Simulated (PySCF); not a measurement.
Si(CF3)(Cl)(H)2 (CH2ClF3Si), SMILES Cl[SiH2]C(F)(F)F.

Geometry optimised at PBE0-D3(BJ)/def2-SVP.

Computed with PySCF with TDA-ωB97X/def2-SVPD.

Vertical excitations.  State labels are in the subgroup Cs.

```tsv
state	symmetry	energy (eV)	λ (nm)	f	main pairs
S1	A'	7.89	157	0.007	HOMO→LUMO 93 %
S2	A"	7.92	157	0.011	HOMO−1→LUMO 93 %
S3	A"	8.80	141	0.002	HOMO−1→LUMO+2 52 %, HOMO−1→LUMO+1 28 %, HOMO→LUMO+3 9 %
S4	A'	9.09	136	0.025	HOMO→LUMO+1 49 %, HOMO→LUMO+2 23 %, HOMO−2→LUMO 12 %
S5	A'	9.30	133	0.044	HOMO−2→LUMO 68 %
S6	A"	9.37	132	0.005	HOMO→LUMO+3 70 %
S7	A"	9.44	131	0.045	HOMO−1→LUMO+1 59 %, HOMO−1→LUMO+2 18 %
S8	A'	9.61	129	0.039	HOMO→LUMO+2 49 %, HOMO→LUMO+1 33 %
S9	A"	9.76	127	0.018	HOMO−3→LUMO 71 %
S10	A'	9.81	126	0.047	HOMO−1→LUMO+3 80 %
T1	A'	7.42	167	0	HOMO→LUMO 88 %
T2	A"	7.47	166	0	HOMO−1→LUMO 90 %
T3	A'	8.39	148	0	HOMO→LUMO+2 57 %, HOMO→LUMO+1 25 %
T4	A"	8.47	146	0	HOMO−1→LUMO+2 47 %, HOMO−1→LUMO+1 34 %
```
Triplets are in the Tamm–Dancoff approximation.
